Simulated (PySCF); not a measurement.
H4O4P (SMILES O=P(O)(O)[OH2+]), charge +1, singlet, at a GFN2-xTB geometry; B3LYP/6-31G run with PySCF.

The PySCF input:
```python
from pyscf import gto, scf, dft

mol = gto.Mole()
mol.atom = '''
    O     0.35340302    1.40601937   -0.68702545
    P    -0.14892471    0.22206164   -0.05069727
    O    -0.43612894    0.14285940    1.46560672
    O    -1.14891758   -0.74359101   -0.70983484
    O     1.29229882   -0.97642049   -0.05329354
    H    -0.39084752    0.98346028    1.92529065
    H    -1.32370569   -0.58065029   -1.63908503
    H     2.17992160   -0.58838213   -0.15370842
    H     1.28325968   -1.77629082    0.50433873
'''
mol.basis = '6-31g'
mol.charge = 1
mol.verbose = 4
mol.build()

mf = dft.RKS(mol)
mf.xc = 'b3lyp'
mf.kernel()
mf.analyze()
```

What the program printed (banner, timings and long lists left out):

```
PySCF version 2.14.0

[INPUT] verbose = 4
[INPUT] num. atoms = 9
[INPUT] num. electrons = 50
[INPUT] charge = 1
[INPUT] spin (= nelec alpha-beta = 2S) = 0
[INPUT] symmetry False subgroup None
[INPUT] Mole.unit = angstrom
[INPUT] Symbol           X                Y                Z      unit          X                Y                Z       unit  Magmom
[INPUT]  1 O      0.353403020000   1.406019370000  -0.687025450000 AA    0.667834919394   2.656991535134  -1.298289941106 Bohr   0.0
[INPUT]  2 P     -0.148924710000   0.222061640000  -0.050697270000 AA   -0.281426915080   0.419635682372  -0.095803955563 Bohr   0.0
[INPUT]  3 O     -0.436128940000   0.142859400000   1.465606720000 AA   -0.824164251597   0.269965140320   2.769595307122 Bohr   0.0
[INPUT]  4 O     -1.148917580000  -0.743591010000  -0.709834840000 AA   -2.171139565898  -1.405183357589  -1.341393441274 Bohr   0.0
[INPUT]  5 O      1.292298820000  -0.976420490000  -0.053293540000 AA    2.442090840899  -1.845167308514  -0.100710194809 Bohr   0.0
[INPUT]  6 H     -0.390847520000   0.983460280000   1.925290650000 AA   -0.738594769265   1.858470583588   3.638272038686 Bohr   0.0
[INPUT]  7 H     -1.323705690000  -0.580650290000  -1.639085030000 AA   -2.501441223628  -1.097270022249  -3.097421801575 Bohr   0.0
[INPUT]  8 H      2.179921600000  -0.588382130000  -0.153708420000 AA    4.119454797024  -1.111881082288  -0.290466816840 Bohr   0.0
[INPUT]  9 H      1.283259680000  -1.776290820000   0.504338730000 AA    2.425009341897  -3.356703167379   0.953062073711 Bohr   0.0

nuclear repulsion = 288.579104742631
number of shells = 35
number of NR pGTOs = 150
number of NR cGTOs = 57
basis = 6-31g
ecp = {}

******** <class 'pyscf.dft.rks.RKS'> ********
method = RKS
initial guess = minao
damping factor = 0
level_shift factor = 0
DIIS = <class 'pyscf.scf.diis.CDIIS'>
diis_start_cycle = 1
diis_space = 8
diis_damp = 0
SCF conv_tol = 1e-09
SCF conv_tol_grad = None
SCF max_cycles = 50
direct_scf = True
direct_scf_tol = 1e-13
XC library pyscf.dft.libxc version 7.1.2
    S. Lehtola, C. Steigemann, M. J. T. Oliveira, and M. A. L. Marques,  SoftwareX 7, 1–5 (2018)
XC functionals = b3lyp
    P. J. Stephens, F. J. Devlin, C. F. Chabalowski, and M. J. Frisch,  J. Phys. Chem. 98, 11623 (1994)
radial grids:
    Treutler-Ahlrichs [JCP 102, 346 (1995); DOI:10.1063/1.469408] (M4) radial grids

becke partition: Becke, JCP 88, 2547 (1988); DOI:10.1063/1.454033
pruning grids: <function nwchem_prune>
grids dens level: 3
symmetrized grids: False
atomic radii adjust function: <function treutler_atomic_radii_adjust>
small_rho_cutoff = 0
Set gradient conv threshold to 3.16228e-05
Initial guess from minao.
tot grids = 114744
init E= -645.727552553075
  HOMO = -0.435098902630914  LUMO = -0.0578230203765706  gap/eV = 10.26620
cycle= 1 E= -643.788908260692  delta_E= 1.94  |g|= 1.26  |ddm|= 3.09
  HOMO = -0.376657139174372  LUMO = -0.228106789902164  gap/eV = 4.04226
cycle= 2 E= -643.010042827864  delta_E= 0.779  |g|= 2.28  |ddm|= 3.81
  HOMO = -0.536489051601442  LUMO = -0.239766739287159  gap/eV = 8.07423
cycle= 3 E= -644.047144804705  delta_E= -1.04  |g|= 0.669  |ddm|= 2.85
  HOMO = -0.548957548699352  LUMO = -0.24637238519462  gap/eV = 8.23376
cycle= 4 E= -644.13640334543  delta_E= -0.0893  |g|= 0.0762  |ddm|= 0.589
  HOMO = -0.544798267907346  LUMO = -0.243857921709697  gap/eV = 8.18900
cycle= 5 E= -644.137035884178  delta_E= -0.000633  |g|= 0.0443  |ddm|= 0.0643
  HOMO = -0.54565849383233  LUMO = -0.242491277752221  gap/eV = 8.24960
cycle= 6 E= -644.137377026569  delta_E= -0.000341  |g|= 0.00904  |ddm|= 0.0307
  HOMO = -0.546773808832116  LUMO = -0.242521666304157  gap/eV = 8.27912
cycle= 7 E= -644.137395610993  delta_E= -1.86e-05  |g|= 0.000655  |ddm|= 0.00963
  HOMO = -0.546740290162993  LUMO = -0.242457456979171  gap/eV = 8.27996
cycle= 8 E= -644.137395676319  delta_E= -6.53e-08  |g|= 0.000462  |ddm|= 0.00103
  HOMO = -0.546744930347537  LUMO = -0.242458810221547  gap/eV = 8.28005
cycle= 9 E= -644.13739571519  delta_E= -3.89e-08  |g|= 7.66e-05  |ddm|= 0.000371
  HOMO = -0.546753409739203  LUMO = -0.242468800055037  gap/eV = 8.28001
cycle= 10 E= -644.137395716529  delta_E= -1.34e-09  |g|= 1.13e-05  |ddm|= 0.000101
  HOMO = -0.546751588574919  LUMO = -0.242467788089529  gap/eV = 8.27998
cycle= 11 E= -644.13739571656  delta_E= -3.15e-11  |g|= 1.64e-06  |ddm|= 1.18e-05
  HOMO = -0.5467512015566  LUMO = -0.24246789601463  gap/eV = 8.27997
Extra cycle  E= -644.137395716558  delta_E= 2.05e-12  |g|= 3.64e-06  |ddm|= 5.53e-06
converged SCF energy = -644.137395716558
**** SCF Summaries ****
Total Energy =                        -644.137395716557990
Nuclear Repulsion Energy =             288.579104742631444
One-electron Energy =                -1448.235753076582341
Two-electron Energy =                  515.519252617392908
Two-electron Coulomb Energy =          574.553391582339827
DFT Exchange-Correlation Energy =      -59.034138964946884
HOMO-LUMO gap [eV] =                     8.279970486544133
**** MO energy ****
MO #1   energy= -77.5350783743436  occ= 2
MO #2   energy= -19.4887611605034  occ= 2
MO #3   energy= -19.4283045290945  occ= 2
MO #4   energy= -19.4256948537531  occ= 2
MO #5   energy= -19.3752525144141  occ= 2
MO #6   energy= -7.01855685926811  occ= 2
MO #7   energy= -5.18077647965781  occ= 2
MO #8   energy= -5.17887310828902  occ= 2
MO #9   energy= -5.17737112500471  occ= 2
MO #10  energy= -1.39773361369586  occ= 2
MO #11  energy= -1.34683598611022  occ= 2
MO #12  energy= -1.32046480644718  occ= 2
MO #13  energy= -1.27492471520704  occ= 2
MO #14  energy= -0.936344755450889 occ= 2
MO #15  energy= -0.875144363975151 occ= 2
MO #16  energy= -0.819808461416005 occ= 2
MO #17  energy= -0.808903932513382 occ= 2
MO #18  energy= -0.707333629400336 occ= 2
MO #19  energy= -0.672077915185587 occ= 2
MO #20  energy= -0.656881203251167 occ= 2
MO #21  energy= -0.629115280606977 occ= 2
MO #22  energy= -0.601264104043386 occ= 2
MO #23  energy= -0.587823895975694 occ= 2
MO #24  energy= -0.560528470933502 occ= 2
MO #25  energy= -0.5467512015566   occ= 2
MO #26  energy= -0.24246789601463  occ= 0
MO #27  energy= -0.194267907733262 occ= 0
MO #28  energy= -0.156161550306606 occ= 0
MO #29  energy= -0.129161521479615 occ= 0
MO #30  energy= -0.113064223998415 occ= 0
MO #31  energy= -0.105152304061398 occ= 0
MO #32  energy= -0.050007386956078 occ= 0
MO #33  energy= -0.0390013239165876 occ= 0
 ** Mulliken pop on meta-lowdin orthogonal AOs  **
 ** Mulliken pop  **
 ** Mulliken atomic charges  **
charge of    0O =     -0.64063
charge of    1P =      1.67226
charge of    2O =     -0.58656
charge of    3O =     -0.57402
charge of    4O =     -0.48841
charge of    5H =      0.39670
charge of    6H =      0.39734
charge of    7H =      0.41010
charge of    8H =      0.41322

WARN: System has nonzero charge 1; the dipole moment is origin-dependent.
Location of origin: [0. 0. 0.]

Dipole moment(X, Y, Z, Debye):  3.00393, -2.13690,  0.93517
```
